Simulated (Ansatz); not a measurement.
Relaxation of Ge2S4⁻ with UKS PBE-D4/def2-SVPD.

```sh
$ ansatz run in.yaml --threads 4 --pin off --events-out ev --progress --plain --max-ram 4787MiB
```

```yaml
crystal:
  periodic: [false, false, false]
  atoms:
    - {symbol: Ge, position_ang: [0.340760, 1.406320, 1.119840]}
    - {symbol: Ge, position_ang: [-0.747350, -0.957860, -0.908000]}
    - {symbol: S, position_ang: [1.337730, -0.507010, 2.056020]}
    - {symbol: S, position_ang: [1.622620, -0.357840, 0.023460]}
    - {symbol: S, position_ang: [-1.725680, 0.611350, 0.602810]}
    - {symbol: S, position_ang: [-0.828080, -0.194960, -2.894130]}
basis:
  gaussian: {orbitals: def2-SVPD}
total_charge: -1
magnetization: {spin_polarized: true, initial_magnetization: 1}
hamiltonian: {xc: pbe, dispersion: d4}
scf: {lower_state_search: "off"}
output: {orbitals: {seedname: orbitals}}
relax: {f_tol: 0.02, max_steps: 100}
```

Hardware: 4 threads of Arm Neoverse V2 on a shared host. Wall time 39 s.

Positions (Å) and forces (eV/Å) at steps 1, 2, 3, 4, 5, 6, 7, 10, 11 of 11:

```xyz
6
step=1 energy=-156321.8169 eV
Ge    0.341    1.406    1.120    0.113    0.674    0.054
Ge   -0.747   -0.958   -0.908    0.080    0.379    0.295
S     1.338   -0.507    2.056    0.145   -0.459    1.160
S     1.623   -0.358    0.023   -0.077   -0.126   -1.101
S    -1.726    0.611    0.603   -0.313   -0.355   -0.125
S    -0.828   -0.195   -2.894    0.051   -0.114   -0.283
6
step=2 energy=-156321.9077 eV
Ge    0.352    1.431    1.166    0.088    0.143    0.013
Ge   -0.754   -0.884   -0.939   -0.041    0.193    0.170
S     1.377   -0.516    2.107    0.022   -0.155    0.178
S     1.580   -0.365    0.010   -0.001    0.029   -0.303
S    -1.729    0.594    0.645   -0.151   -0.144   -0.167
S    -0.825   -0.259   -2.989    0.083   -0.065    0.109
6
step=3 energy=-156321.9278 eV
Ge    0.341    1.428    1.152    0.078   -0.038    0.077
Ge   -0.756   -0.852   -0.890   -0.028   -0.031   -0.022
S     1.381   -0.543    2.078    0.007    0.029   -0.060
S     1.577   -0.359   -0.037   -0.141    0.073    0.014
S    -1.773    0.601    0.651    0.042   -0.005   -0.048
S    -0.770   -0.275   -2.954    0.042   -0.027    0.039
6
step=4 energy=-156321.9183 eV rejected
Ge    0.338    1.430    1.165    0.085   -0.048    0.044
Ge   -0.773   -0.885   -0.856    0.034    0.206   -0.614
S     1.395   -0.546    2.060   -0.007    0.028    0.021
S     1.552   -0.350   -0.055   -0.128    0.053   -0.027
S    -1.774    0.615    0.638    0.004   -0.016    0.019
S    -0.738   -0.263   -2.952    0.012   -0.223    0.558
6
step=5 energy=-156321.9333 eV
Ge    0.346    1.431    1.166    0.031   -0.038    0.051
Ge   -0.763   -0.859   -0.888   -0.027   -0.013   -0.017
S     1.384   -0.546    2.071    0.008    0.012   -0.041
S     1.556   -0.349   -0.046   -0.055    0.049   -0.001
S    -1.766    0.603    0.647    0.007    0.021   -0.017
S    -0.756   -0.281   -2.951    0.035   -0.030    0.026
6
step=6 energy=-156321.9337 eV
Ge    0.333    1.409    1.241    0.090    0.091    0.023
Ge   -0.807   -0.854   -0.860    0.176    0.029   -0.070
S     1.419   -0.586    2.016   -0.014   -0.025    0.087
S     1.524   -0.283   -0.092   -0.133   -0.034   -0.047
S    -1.785    0.663    0.635   -0.048   -0.049   -0.009
S    -0.684   -0.349   -2.941   -0.071   -0.012    0.015
6
step=7 energy=-156321.9396 eV
Ge    0.345    1.424    1.222    0.001   -0.002    0.011
Ge   -0.784   -0.855   -0.875    0.034   -0.004   -0.005
S     1.403   -0.573    2.040   -0.010   -0.003   -0.005
S     1.525   -0.303   -0.075   -0.003    0.001   -0.005
S    -1.772    0.637    0.639   -0.007    0.014    0.001
S    -0.717   -0.330   -2.951   -0.014   -0.007    0.003
6
step=10 energy=-156321.9410 eV
Ge    0.342    1.422    1.257   -0.002    0.002    0.004
Ge   -0.760   -0.848   -0.875    0.001   -0.001    0.001
S     1.389   -0.597    2.031   -0.001   -0.003    0.002
S     1.540   -0.273   -0.074    0.003    0.002   -0.004
S    -1.765    0.657    0.619    0.001    0.003    0.001
S    -0.746   -0.361   -2.959   -0.001   -0.003   -0.005
6
step=11 energy=-156321.9410 eV
Ge    0.342    1.421    1.278   -0.002   -0.008   -0.010
Ge   -0.754   -0.845   -0.876    0.005    0.007    0.003
S     1.387   -0.609    2.026   -0.004   -0.001    0.000
S     1.543   -0.256   -0.074    0.007    0.001   -0.002
S    -1.760    0.668    0.610   -0.007    0.002    0.004
S    -0.756   -0.378   -2.965    0.000   -0.001    0.004
```

The relaxation made no stability test and no search for a lower SCF solution. Another isomer (doublet) lies 0.73 eV lower at PBE0-D4/def2-TZVPD; other spin states weren't run for this one.
